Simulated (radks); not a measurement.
Charge is removed step by step from the 4s up level of Ca+, starting from [Ar] 4s(up 1, down 0). Calculated with a radial shooting solver on a logarithmic mesh with Libxc functionals: non-relativistic Kohn-Sham, PBEsol, spin-polarised, spherical densities, point nucleus.

removed (e)  E - E(0) (eV)  eigenvalue (eV)
0                    0.000           -9.324
0.125                1.206           -9.978
0.25                 2.494          -10.627
0.375                3.863          -11.268
0.5                  5.311          -11.902
0.625                6.838          -12.530
0.75                 8.443          -13.160
0.875               10.129          -13.814

The mean slope of the eigenvalue, de/dn, is 5.13 eV per electron.
